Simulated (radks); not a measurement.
Removal energies from the antimony ion Sb+, [Kr] 4d10 5s2 5p(1/2: 2, 3/2: 0), by Delta-SCF beside the eigenvalue of the level emptied. All-electron calculation, Dirac Kohn-Sham, BLYP, spin-unpolarised, spherical densities, finite nucleus; Fermi nuclear charge, rms radius of each element as measured or else 0.836 A^(1/3) + 0.57 fm. Program: a radial shooting solver on a logarithmic mesh with Libxc functionals. Sub-shells are occupied by j as written (lower j first in brackets).

removed from                             final configuration  Delta-SCF (eV)  -eigenvalue (eV)
5p1/2                       [Kr] 4d10 5s2 5p(1/2: 1, 3/2: 0)          16.333            12.225
5s1/2                       [Kr] 4d10 5s1 5p(1/2: 2, 3/2: 0)          25.086            20.317
4d5/2         [Kr] 4d(3/2: 4, 5/2: 5) 5s2 5p(1/2: 2, 3/2: 0)          48.953            40.889
4d3/2         [Kr] 4d(3/2: 3, 5/2: 6) 5s2 5p(1/2: 2, 3/2: 0)          50.267            42.136
